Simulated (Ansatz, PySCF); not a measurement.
Process, species as SMILES: B[O] -> B[O-] (an electron is taken up)
Geometries: B3LYP-D3(BJ)/def2-TZVP minima from Ansatz (an electronic-structure program). Frequencies are from Ansatz.
Geometry of the first species:
SMILES: B[O]
```xyz
4

B      0.4880    -0.0662    -0.3457
O     -0.5508     0.0747     0.3902
H      1.1612    -1.0678    -0.2660
H      0.8049     0.8010    -1.1269
```
Charge 0, spin multiplicity 2.

Property: adiabatic electron affinity (0 K, with B3LYP-D3(BJ) harmonic zero-point energies), positive where the reaction releases energy, in eV. Valence correlation only, unless marked. Open shells are spin-unrestricted. Spin-orbit coupling is left out. No relativistic terms. Anions need diffuse functions: aug- sets have them; def2-D sets add few; the other sets have none. CBS(X,Y): correlation extrapolated as X^-3; Hartree-Fock from the larger set.

```json
[
 {"level": "HF/STO-3G", "program": "Ansatz", "adiabatic electron affinity (eV)": "-4.49", "minus last row": "-6.95"},
 {"level": "HF/6-31G*", "program": "Ansatz", "adiabatic electron affinity (eV)": "0.38", "minus last row": "-2.08"},
 {"level": "HF/aug-cc-pVQZ", "program": "Ansatz", "adiabatic electron affinity (eV)": "0.80", "minus last row": "-1.66"},
 {"level": "HF-D3(BJ)/def2-TZVPD", "program": "PySCF + dftd3", "adiabatic electron affinity (eV)": "0.80", "minus last row": "-1.66"},
 {"level": "TPSS-D4/def2-TZVPD", "program": "PySCF + dftd4", "adiabatic electron affinity (eV)": "2.14", "minus last row": "-0.32"},
 {"level": "PBE0-D3(BJ)/def2-TZVP", "program": "Ansatz + dftd3", "adiabatic electron affinity (eV)": "2.08", "minus last row": "-0.38"},
 {"level": "r2SCANh/def2-TZVPD", "program": "Ansatz", "adiabatic electron affinity (eV)": "2.10", "minus last row": "-0.36"},
 {"level": "HSE06-D3(BJ)/def2-TZVPD", "program": "Ansatz + dftd3", "adiabatic electron affinity (eV)": "2.17", "minus last row": "-0.29"},
 {"level": "B2PLYP/def2-TZVPD", "program": "Ansatz", "adiabatic electron affinity (eV)": "2.36", "minus last row": "-0.10"},
 {"level": "MP2/6-31G*", "program": "Ansatz", "adiabatic electron affinity (eV)": "1.90", "minus last row": "-0.56"},
 {"level": "MP2/cc-pVDZ", "program": "Ansatz", "adiabatic electron affinity (eV)": "2.17", "minus last row": "-0.29"},
 {"level": "MP2/cc-pVTZ", "program": "Ansatz", "adiabatic electron affinity (eV)": "2.64", "minus last row": "0.18"},
 {"level": "MP2/def2-TZVPP", "program": "Ansatz", "adiabatic electron affinity (eV)": "2.69", "minus last row": "0.23"},
 {"level": "SCS-MP2/def2-QZVPP", "program": "Ansatz", "adiabatic electron affinity (eV)": "2.73", "minus last row": "0.27"},
 {"level": "CCSD/cc-pVDZ", "program": "Ansatz", "adiabatic electron affinity (eV)": "1.70", "minus last row": "-0.76"},
 {"level": "CCSD/def2-SVP", "program": "Ansatz", "adiabatic electron affinity (eV)": "1.76", "minus last row": "-0.70"},
 {"level": "CCSD/def2-QZVPPD", "program": "Ansatz", "adiabatic electron affinity (eV)": "2.28", "minus last row": "-0.18"},
 {"level": "CCSD(T)/def2-QZVPPD", "program": "Ansatz", "adiabatic electron affinity (eV)": "2.41", "minus last row": "-0.05"},
 {"level": "CCSD(T) with core electrons/cc-pwCVTZ", "program": "Ansatz", "adiabatic electron affinity (eV)": "2.20", "minus last row": "-0.26"},
 {"level": "CCSD(T)/CBS(def2-TZVPPD,def2-QZVPPD)", "program": "Ansatz", "adiabatic electron affinity (eV)": "2.45", "minus last row": "-0.01"},
 {"level": "CCSD(T)/CBS(aug-cc-pVTZ,aug-cc-pVQZ)", "program": "Ansatz", "adiabatic electron affinity (eV)": "2.46", "minus last row": "0.00"}
]
```
